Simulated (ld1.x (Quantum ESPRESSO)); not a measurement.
## indium (In): RRKJ pseudisation with PBE, fully relativistic reference atom.

In (Z = 49), norm-conserving RRKJ (Kleinman–Bylander form), made with ld1.x (Quantum ESPRESSO) 7.5 (PBE, fully relativistic). Core [Kr], reference 4d10 5s2 5p1. Waves: 5s (bound): rc 1.90 bohr; 4d (bound): rc 1.05 bohr; 5p (bound): rc 2.85 bohr. Local part: the p channel. Core correction: none. rho0 = 0.001.

Open shells are filled in proportion to 2j + 1 (rel_dist='average').

All-electron outer shells of the reference configuration (PBE, scalar-relativistic, ld1.x):

```csv
shell,level (eV),outermost node (bohr),outermost maximum (bohr)
4s,-119.66,0.41,0.77
4p,-78.13,0.42,0.82
4d,-18.62,0.40,0.94
5s,-8.21,1.02,2.16
5p,-2.52,1.14,2.85
```

(1) Estimate the cutoffs (Ry, on a coarse ladder) from which the occupation-weighted sum of valence levels, in a spherical-Bessel basis at the reference potential, stays within 10 and 1 mRy of its value at 400 Ry.

(2) Does the potential have ghost states?

(3) Which valence shell sets the plane-wave cutoff?

(4) Tests: 4d10 5s2 5p0; 4d10 5s1 5p0; 4d10 5s0 5p0; 4d9 5s2 5p2; 4d10 5s2 5p0.5; 4d9 5s0 5p0; 4d10 5s1 5p1. Which has the largest error in its energy relative to the reference configuration, and how large is it?

Results:

(1) 140 Ry and 230 Ry.

(2) No extra level below or beside the all-electron valence levels (s, d3/2, d5/2, p1/2, p3/2, f tested).

(3) 4d: its level needs 140 Ry to come within 1 mRy, against 25 Ry for 5s.

(4) 4d9 5s2 5p2, with -252 meV (all-electron minus pseudo) on +18.29 eV.
